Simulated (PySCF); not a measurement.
Na₃O⁺ (singlet). Method: PBE0 in PySCF with O def2-SVP, Na def2-SVP; no relativity; density-fitted integrals.

Harmonic bands of its minimum:

| ω (cm⁻¹) | IR (km/mol, summed over degenerate members) | degeneracy |
| --- | --- | --- |
| 127 | 32.4 | 2 |
| 166 | 136 | 1 |
| 318 | 0.0 | 1 |
| 543 | 250 | 2 |

Task: The central atom is O. Infer the point group and assign the bands.

Result: D3h. The modes span 2e' + a2'' + a1': 127 e', 166 a2'', 318 a1', 543 e'. The computed geometry has Na–Na 3.551 Å (×3), O–Na 2.050 Å (×3); Na–Na–Na 60.0° (×3), Na–Na–O 30.0° (×6), Na–O–Na 120.0° (×3).

Only a few start shapes were tried, so a lower isomer may exist.
